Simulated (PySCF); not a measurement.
Isomers of C6H12ClFO.

All values: CAM-B3LYP/def2-SVPD (PySCF) at PBE0-D3(BJ)/def2-SVP geometries, gas phase, one conformer each. Core orbitals are frozen in the response; Δα² is half the sum of the squared differences of the principal polarisabilities.

Question: Rank by dipole moment, lowest first.
A. `[CH3:1][CH2:2][C@@H:3]([CH2:4][O:5][CH3:6])[C@@H:7]([F:8])[Cl:9]` with C1–C2–C3–C4 68°, C2–C3–C4–O5 -177°, C3–C4–O5–C6 179°, C2–C3–C7–F8 -55°
B. `[CH3:1][O:2][C@:3]([CH3:4])([CH2:5][F:6])[CH2:7][CH2:8][Cl:9]` with C1–O2–C3–C4 58°, O2–C3–C5–F6 77°, O2–C3–C7–C8 -54°, C3–C7–C8–Cl9 177°
C. `[CH3:1][C@@H:2]([F:3])[CH2:4][CH2:5][C@@H:6]([Cl:7])[CH2:8][OH:9]` with C1–C2–C4–C5 -178°, C2–C4–C5–C6 177°, C4–C5–C6–Cl7 62°, C5–C6–C8–O9 179°, C6–C8–O9–H 54°
D. `[CH3:1][CH:2]([CH3:3])[O:4][C@@H:5]([CH3:6])[C@H:7]([F:8])[Cl:9]` with C1–C2–O4–C5 158°, C2–O4–C5–C6 130°, O4–C5–C7–F8 -176°

Answer: B (1.73 D), D (1.95 D), C (2.14 D), A (3.07 D).

Question: Rank by HOMO–LUMO gap, lowest first.
A. `[CH3:1][C@@H:2]([F:3])[CH2:4][CH2:5][C@@H:6]([Cl:7])[CH2:8][OH:9]` with C1–C2–C4–C5 -178°, C2–C4–C5–C6 177°, C4–C5–C6–Cl7 62°, C5–C6–C8–O9 179°, C6–C8–O9–H 54°
B. `[CH3:1][O:2][C@:3]([CH3:4])([CH2:5][F:6])[CH2:7][CH2:8][Cl:9]` with C1–O2–C3–C4 58°, O2–C3–C5–F6 77°, O2–C3–C7–C8 -54°, C3–C7–C8–Cl9 177°
C. `[CH3:1][CH2:2][C@@H:3]([CH2:4][O:5][CH3:6])[C@H:7]([F:8])[Cl:9]` with C1–C2–C3–C4 69°, C2–C3–C4–O5 -178°, C3–C4–O5–C6 -177°, C2–C3–C7–F8 59°

Answer: B (10.18 eV), C (10.42 eV), A (10.74 eV).

Question: Rank by HOMO energy, highest first.
A. `[CH3:1][CH:2]([CH3:3])[O:4][C@@H:5]([CH3:6])[C@@H:7]([F:8])[Cl:9]` with C1–C2–O4–C5 154°, C2–O4–C5–C6 141°, O4–C5–C7–F8 58°
B. `[CH3:1][C@@H:2]([F:3])[CH2:4][CH2:5][C@@H:6]([Cl:7])[CH2:8][OH:9]` with C1–C2–C4–C5 -178°, C2–C4–C5–C6 177°, C4–C5–C6–Cl7 62°, C5–C6–C8–O9 179°, C6–C8–O9–H 54°
C. `[CH3:1][CH2:2][C@@H:3]([CH2:4][O:5][CH3:6])[C@H:7]([F:8])[Cl:9]` with C1–C2–C3–C4 69°, C2–C3–C4–O5 -178°, C3–C4–O5–C6 -177°, C2–C3–C7–F8 59°

Answer: A (-9.11 eV), C (-9.27 eV), B (-9.64 eV).

All values together:

```json
{"SMILES": "C[C@@H](F)CC[C@@H](Cl)CO", "μ (D)": "2.14", "HOMO (eV)": "-9.64", "LUMO (eV)": "1.10", "α (Å³)": "13.83", "Δα (Å³)": "3.61", "ΔSCF removal energy (eV)": "10.55"}
{"SMILES": "CC[C@@H](COC)[C@@H](F)Cl", "μ (D)": "3.07", "HOMO (eV)": "-9.28", "LUMO (eV)": "1.15", "α (Å³)": "13.90", "Δα (Å³)": "3.23", "ΔSCF removal energy (eV)": "10.09"}
{"SMILES": "CC[C@@H](COC)[C@H](F)Cl", "μ (D)": "2.95", "HOMO (eV)": "-9.27", "LUMO (eV)": "1.15", "α (Å³)": "13.78", "Δα (Å³)": "2.12", "ΔSCF removal energy (eV)": "10.09"}
{"SMILES": "CO[C@](C)(CF)CCCl", "μ (D)": "1.73", "HOMO (eV)": "-9.16", "LUMO (eV)": "1.03", "α (Å³)": "13.74", "Δα (Å³)": "3.64", "ΔSCF removal energy (eV)": "9.87"}
{"SMILES": "CC(C)O[C@@H](C)[C@H](F)Cl", "μ (D)": "1.95", "HOMO (eV)": "-9.10", "LUMO (eV)": "1.24", "α (Å³)": "13.81", "Δα (Å³)": "2.76", "ΔSCF removal energy (eV)": "9.74"}
{"SMILES": "CC(C)O[C@@H](C)[C@@H](F)Cl", "μ (D)": "1.66", "HOMO (eV)": "-9.11", "LUMO (eV)": "1.27", "α (Å³)": "13.91", "Δα (Å³)": "3.83", "ΔSCF removal energy (eV)": "9.73"}
```

Conformers: `[CH3:1][C@@H:2]([F:3])[CH2:4][CH2:5][C@@H:6]([Cl:7])[CH2:8][OH:9]` with C1–C2–C4–C5 -178°, C2–C4–C5–C6 177°, C4–C5–C6–Cl7 62°, C5–C6–C8–O9 179°, C6–C8–O9–H 54°; `[CH3:1][CH2:2][C@@H:3]([CH2:4][O:5][CH3:6])[C@@H:7]([F:8])[Cl:9]` with C1–C2–C3–C4 68°, C2–C3–C4–O5 -177°, C3–C4–O5–C6 179°, C2–C3–C7–F8 -55°; `[CH3:1][CH2:2][C@@H:3]([CH2:4][O:5][CH3:6])[C@H:7]([F:8])[Cl:9]` with C1–C2–C3–C4 69°, C2–C3–C4–O5 -178°, C3–C4–O5–C6 -177°, C2–C3–C7–F8 59°; `[CH3:1][O:2][C@:3]([CH3:4])([CH2:5][F:6])[CH2:7][CH2:8][Cl:9]` with C1–O2–C3–C4 58°, O2–C3–C5–F6 77°, O2–C3–C7–C8 -54°, C3–C7–C8–Cl9 177°; `[CH3:1][CH:2]([CH3:3])[O:4][C@@H:5]([CH3:6])[C@H:7]([F:8])[Cl:9]` with C1–C2–O4–C5 158°, C2–O4–C5–C6 130°, O4–C5–C7–F8 -176°; `[CH3:1][CH:2]([CH3:3])[O:4][C@@H:5]([CH3:6])[C@@H:7]([F:8])[Cl:9]` with C1–C2–O4–C5 154°, C2–O4–C5–C6 141°, O4–C5–C7–F8 58°.

By how much does the ΔSCF value exceed −ε(HOMO) over the species that have both?

By 0.62 to 0.90 eV, 0.75 eV on average, over 6 species.
